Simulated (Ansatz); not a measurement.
A trace of molecular dynamics of C3H9NSi (14 atoms, charge 0, multiplicity 1).

These are results of UHF/STO-3G in Ansatz, not measurements.

```
ensemble        : NVT, Nosé–Hoover chain
set temperature : 3000 K
thermostat      : time constant 1 fs, chain length 1
seed            : 346068
```

| time (fs) | T (K) | potential energy less start (eV) | conserved less start (meV/atom) |
| --- | --- | --- | --- |
| 0.0 | 3000 | 0.000 | 0.00 |
| 5.5 | 2359 | 3.978 | 2.52 |
| 11.0 | 3235 | 3.479 | 1.30 |
| 16.5 | 3563 | 4.349 | 2.63 |
| 22.0 | 3683 | 3.507 | 2.27 |
| 27.5 | 3423 | 4.078 | 2.38 |
| 33.0 | 2805 | 4.258 | 2.08 |
| 38.5 | 3187 | 3.361 | 1.50 |
| 44.0 | 2290 | 3.452 | 1.48 |
| 49.5 | 2491 | 3.219 | 0.73 |
| 55.0 | 3052 | 4.208 | 1.82 |
| 60.5 | 2860 | 3.849 | 1.73 |
| 66.0 | 3403 | 2.543 | 0.88 |
| 71.5 | 2889 | 5.057 | 2.65 |
| 77.0 | 3295 | 4.555 | 2.52 |
| 82.5 | 2985 | 3.093 | 1.52 |
| 88.0 | 2358 | 2.805 | 1.58 |
| 93.5 | 3962 | 4.416 | 1.73 |
| 99.0 | 2761 | 4.971 | 1.63 |
| 104.5 | 2371 | 4.039 | 1.65 |
| 110.0 | 4308 | 2.998 | 0.99 |
| 115.5 | 2935 | 4.320 | 2.45 |
| 121.0 | 2810 | 4.247 | 2.13 |
| 126.5 | 4243 | 3.257 | 0.79 |
| 132.0 | 2651 | 1.751 | 0.85 |

**Question.** Can this run be trusted? Judge the integration.

**Answer.** The conserved energy stayed within 3.4 meV per atom of its start (net change 0.92 meV per atom), so the integration is sound. A run of 0.13 ps of so small a system gives no equilibrium averages. Limits of this set-up: minimal basis. The time step was 0.5 fs.

The run took 3.9 min on 1 thread of Arm Neoverse V2, with other jobs on the host, peak memory 0.13 GiB.
